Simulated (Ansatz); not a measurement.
Na₂₁. The state is a doublet with charge 0. Geometry PBE/def2-SVP.

| atom | x (Å) | y (Å) | z (Å) |
| --- | --- | --- | --- |
| Na1 | -1.399 | 2.718 | -0.554 |
| Na2 | 2.146 | 0.307 | -4.671 |
| Na3 | -1.173 | -4.472 | 2.724 |
| Na4 | -3.038 | -2.284 | -2.534 |
| Na5 | 1.573 | 5.471 | -1.221 |
| Na6 | 1.784 | -3.041 | 1.682 |
| Na7 | 1.645 | 2.061 | 4.564 |
| Na8 | 0.135 | 3.641 | -4.011 |
| Na9 | 1.622 | 0.625 | 1.529 |
| Na10 | -3.701 | -4.173 | 0.457 |
| Na11 | -1.272 | -1.095 | 0.393 |
| Na12 | -0.408 | -4.405 | -0.930 |
| Na13 | 0.451 | 4.204 | 1.953 |
| Na14 | 0.060 | -2.754 | -4.327 |
| Na15 | 0.032 | -1.283 | 4.224 |
| Na16 | 3.743 | 3.523 | 1.006 |
| Na17 | 1.851 | -1.523 | -1.622 |
| Na18 | 1.991 | 2.058 | -1.628 |
| Na19 | -1.017 | 0.394 | -3.178 |
| Na20 | -1.666 | 1.640 | 2.981 |
| Na21 | -3.357 | -1.612 | 3.162 |

Single mean-field runs in def2-TZVP are fitted with def2-universal-jkfit. At HF/STO-3G, r2SCAN/def2-TZVP, PBE0/def2-SVP, PBE0/def2-TZVP the charge 0 doublet is spin-contaminated (final ⟨S²⟩ up to 9.58, 0.75 for a pure state). At HF/STO-3G the highest occupied level of the charge 0 doublet lies above zero (up to 5.08 eV). In Hartree–Fock with STO-3G the lack of diffuse functions raises the level. Another isomer (doublet) lies 0.34 eV lower at PBE0/def2-TZVP; other spin states weren't run for this one.

Estimate the α-spin orbital energies around the gap (eV) in Ansatz with HF/STO-3G, PBE/def2-TZVP, r2SCAN/def2-TZVP, PBE0/def2-SVP, PBE0/def2-TZVP.


```csv
orbital,HF/STO-3G,PBE/def2-TZVP,r2SCAN/def2-TZVP,PBE0/def2-SVP,PBE0/def2-TZVP
HOMO−9,1.57,-4.47,-4.56,-5.19,-5.19
HOMO−8,2.03,-4.35,-4.44,-5.04,-5.05
HOMO−7,2.40,-3.71,-3.76,-4.24,-4.25
HOMO−6,3.00,-3.60,-3.65,-4.12,-4.13
HOMO−5,3.44,-3.57,-3.60,-4.06,-4.07
HOMO−4,3.61,-3.25,-3.27,-3.62,-3.63
HOMO−3,3.86,-3.00,-2.99,-3.31,-3.32
HOMO−2,3.95,-2.84,-2.85,-3.12,-3.13
HOMO−1,4.27,-2.68,-2.74,-2.96,-2.97
HOMO,4.59,-2.61,-2.70,-2.91,-2.92
LUMO,12.54,-2.24,-2.09,-1.86,-1.86
LUMO+1,12.96,-2.15,-2.06,-1.78,-1.78
LUMO+2,13.35,-2.10,-2.04,-1.73,-1.73
LUMO+3,13.67,-2.03,-1.95,-1.63,-1.64
LUMO+4,13.83,-2.00,-1.93,-1.60,-1.61
LUMO+5,14.36,-1.74,-1.65,-1.33,-1.35
β HOMO,5.08,-2.66,-2.72,-2.95,-2.96
β LUMO,12.45,-2.37,-2.16,-1.96,-1.96
```
